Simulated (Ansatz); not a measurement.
Start from `O=C=[N][GaH][Cl]` and change one element to get `O=C=[N][InH][Cl]`.

Ansatz, PBE0-D4/def2-TZVP geometries, multiplicity 1. Each molecule was computed in one conformer, which needn't be the lowest.

Elements past krypton have def2 core potentials. Scalar relativity is left out up to krypton.

```csv
property,`O=C=[N][GaH][Cl]`
HOMO–LUMO gap (ωB97M-V/def2-TZVPP) / eV,10.96
LUMO energy (ωB97M-V/def2-TZVPP) / eV,-0.08
size of the dipole moment (ωB97M-V/def2-TZVPP) / D,2.53
HOMO–LUMO gap (PBE/def2-TZVPP) / eV,4.84
size of the dipole moment (PBE/def2-TZVPP) / D,2.32
HOMO–LUMO gap (B3LYP/def2-TZVPP) / eV,6.47
```

(1) What does the change do to each property? (Estimate.)

Answers

(1) The calculation gave: 
```json
{"property": "HOMO–LUMO gap (ωB97M-V/def2-TZVPP) / eV", "`O=C=[N][InH][Cl]`": "10.27", "shift": "-0.69"}
{"property": "LUMO energy (ωB97M-V/def2-TZVPP) / eV", "`O=C=[N][InH][Cl]`": "-0.50", "shift": "-0.42"}
{"property": "size of the dipole moment (ωB97M-V/def2-TZVPP) / D", "`O=C=[N][InH][Cl]`": "3.65", "shift": "1.12"}
{"property": "HOMO–LUMO gap (PBE/def2-TZVPP) / eV", "`O=C=[N][InH][Cl]`": "4.45", "shift": "-0.39"}
{"property": "size of the dipole moment (PBE/def2-TZVPP) / D", "`O=C=[N][InH][Cl]`": "3.38", "shift": "1.06"}
{"property": "HOMO–LUMO gap (B3LYP/def2-TZVPP) / eV", "`O=C=[N][InH][Cl]`": "5.97", "shift": "-0.50"}
```

With PBE0 the HOMO rises by 0.27 eV and the LUMO falls by 0.22 eV, so the gap narrows by about 0.49 eV. PBE moves the HOMO by 0.24 eV and ωB97M-V by 0.28 eV. Dipoles are sizes alone; their direction can turn.

B3LYP here is the variant with VWN-RPA as its local correlation; programs differ in this.
